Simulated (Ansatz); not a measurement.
Input file for CH4Cl2Ge (`[CH3][GeH]([Cl])[Cl]`):

```yaml
crystal:
  periodic: [false, false, false]
  atoms:
    - {symbol: C, position_ang: [-0.188021, 1.060847, -0.135453]}
    - {symbol: Ge, position_ang: [0.041680, -0.824428, 0.211908]}
    - {symbol: Cl, position_ang: [2.077168, -1.177836, 0.802928]}
    - {symbol: Cl, position_ang: [-0.295536, -1.911201, -1.610916]}
    - {symbol: H, position_ang: [-1.208923, 1.249773, -0.469003]}
    - {symbol: H, position_ang: [0.011654, 1.627801, 0.774414]}
    - {symbol: H, position_ang: [0.510227, 1.366923, -0.913991]}
    - {symbol: H, position_ang: [-0.856252, -1.449078, 1.284313]}
basis:
  gaussian: {orbitals: def2-SVP}
correlation: {method: ccsd_t}
```

```sh
$ ansatz run in.yaml --threads 4 --pin off --events-out ev --progress --plain
```

Log, shortened:

```
Functional definition: HF
987 factors; integrals over basis functions are off by at most 1.3e-3 eV
mean field evaluation 1: about -82559.7180 eV, gradient 2.5e1 eV
mean field evaluation 2: about -82559.7473 eV, gradient 2.5e1 eV
mean field evaluation 4: about -82561.5838 eV, gradient 2.7e0 eV
mean field evaluation 8: about -82561.6057 eV, gradient 7.9e-5 eV
mean field -82561.60566898 eV, -3034.0830460687 hartree, gradient 6.8e-6 eV, S^2 0.000000; 0 other end points of the search recorded, 0 dependent functions left out
20 core orbitals not correlated: weight in the atoms' cores, before any rotation towards them, 1.000 or more for the frozen orbitals, at most 0.000 for the correlated occupied ones
reference -82561.60566898 eV, -3034.0830460687 hartree; 18, 18 occupied and 64, 64 virtual orbitals, 987 factors
second order -17.29297843 eV of doubles, -0.00000000 eV of singles
cycle   1  -17.84348502 eV  change   -5.5e-1 eV  update   8.4e-2
cycle   2  -18.28683207 eV  change   -4.4e-1 eV  update   2.4e-2
cycle   3  -18.34069930 eV  change   -5.4e-2 eV  update   9.8e-3
cycle   4  -18.33892934 eV  change    1.8e-3 eV  update   1.9e-3
cycle   5  -18.33883530 eV  change    9.4e-5 eV  update   5.3e-4
cycle   6  -18.33861241 eV  change    2.2e-4 eV  update   1.4e-4
cycle   7  -18.33862558 eV  change   -1.3e-5 eV  update   4.2e-5
perturbative correction -0.46342415 eV, -0.0170305234 hartree
Total energy: -82580.40771871 eV, -3034.7740086518 hartree
```

Run time 3.5 s (4 threads of a server CPU on a shared host); peak host memory 0.4 GiB.

Correlation energy per correlated electron: -0.522 eV. T1 diagnostic: 0.0085.
